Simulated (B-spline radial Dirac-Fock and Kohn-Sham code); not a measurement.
# Isotope-shift constants of the inner levels of Cu

System: the free copper atom, configuration 1s2 2s2 2p6 3s2 3p6 3d10 4s1.

Input file task.json (cfg lists n, l and occupation; rrms is the nuclear radius in fm):

```json
{"items": [{
  "Z": 29,
  "q": 0,
  "cfg": [[1, 0, 2], [2, 0, 2], [2, 1, 6], [3, 0, 2], [3, 1, 6], [3, 2, 10], [4, 0, 1]],
  "A": 63,
  "rrms": 3.8823,
  "do": "isoshift",
  "isotopes": [[63, 62.929597119, 3.8823], [65, 64.927789476, 3.9022]]
}]}
```

Command: `python xray2_run.py task.json out`

Method: first-order field-shift and mass-shift constants from Dirac-Fock ground and hole states with a Fermi nucleus; the mass shift has no relativistic recoil terms. Computed with a radial B-spline solver. A binding energy shifts by δE = F·δ⟨r²⟩ + (K_N + K_S)·δ(1/M); F is taken for a change of radius at fixed skin thickness and so holds the higher radial moments.

```
     level  F (meV/fm²)  K_N (meV u)  K_S (meV u)
    K (1s)       -5.579        -4938         1896
   L1 (2s)      -0.5423       -607.6       -207.3
L2 (2p1/2)      0.04468       -526.7        545.9
L3 (2p3/2)      0.04701       -515.5        518.4
   M1 (3s)     -0.07768       -72.45       -69.66
M2 (3p1/2)     0.005940       -47.05        49.30
M3 (3p3/2)     0.006286       -45.64        43.35
M4 (3d3/2)     0.003236       -4.206        19.59
M5 (3d5/2)     0.003192       -4.061        19.17
```

Line shifts in meV from A = 63 (mass 62.9296 u, rms radius 3.8823 fm); radii from Angeli and Marinova (2013).

```tsv
A	mass (u)	radius (fm)	Kα1	Kα2	Kβ1	Lα1
65	64.9278	3.9022	?	?	?	?
```

**Question.** What are the shifts for A = 65?

**Answer.** Kα1 +0.62 meV (field -0.87, mass +1.49); Kα2 +0.63 meV (field -0.87, mass +1.50); Kβ1 +0.62 meV (field -0.87, mass +1.49); Lα1 +0.01 meV (field +0.01, mass +0.01).
